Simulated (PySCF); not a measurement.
B3LYP has the VWN-RPA correlation part, as in Gaussian. 

**C₃H₆O, SMILES `O1CCC1` (charge 0, multiplicity 1)**

Level of theory: B3LYP-D3(BJ)/def2-TZVP (PySCF).

- HOMO: -6.92 eV
- dipole moment: 1.96 D
- HOMO–LUMO gap: 7.95 eV
- LUMO: 1.03 eV
- total energy: -193.1949 Ha
- cost: about 30 core-seconds (a rough figure)

```xyz
10

C     -0.5691    -0.4894    -0.2697
C      0.8741    -0.6037     0.2503
O      0.9582     0.8249     0.4594
C     -0.3920     1.0184    -0.0216
H     -1.3240    -0.9756     0.3448
H     -0.7130    -0.7759    -1.3094
H      1.6152    -0.9490    -0.4751
H      1.0013    -1.1560     1.1849
H     -0.4156     1.6529    -0.9112
H     -1.0353     1.4533     0.7475
```
